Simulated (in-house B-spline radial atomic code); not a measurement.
Ionising Se4+ with different functionals

Computed with a radial B-spline atomic code at the basis-set limit: four-component Dirac-Coulomb Hamiltonian, Fermi nucleus of rms radius 4.14 fm, spin-restricted, spherical fractional occupations for the functionals, and exact exchange of hybrids averaged over the configuration. The ionisation energy is the difference of two self-consistent energies, [Ar] 3d10 4s2 → [Ar] 3d10 4s1, without Breit or QED terms; ε is the level of the shell that loses the electron (mean over j).

```csv
method,rung,ΔSCF (eV),-ε(4s) (eV)
BHandHLYP,global hybrid,67.70,64.37
PBE0,global hybrid,68.02,62.99
B97-1,global hybrid,?,?
B3LYP,global hybrid,?,?
```

Q: What does B97-1 give?

A: ΔSCF 68.04 eV, and -ε(4s) = 62.70 eV.

Q: What does B3LYP give?

A: ΔSCF 68.52 eV, and -ε(4s) = 63.04 eV.

Q: Among the functionals, which spreads more, the ΔSCF values or the orbital energies?

A: The orbital energies: ΔSCF values span about 0.82 eV and the orbital energies 1.66 eV.

Q: How do they compare with the NIST value?

A: NIST lists 68.3 eV ± 0.1 (semi-empirical, ground level to ground level). Errors run from -0.60 to +0.22 eV; B3LYP is closest (+0.22 eV), though others lie within the uncertainty of it, and part of that can be cancellation, since the calculations leave out Breit-QED terms, spin polarisation.
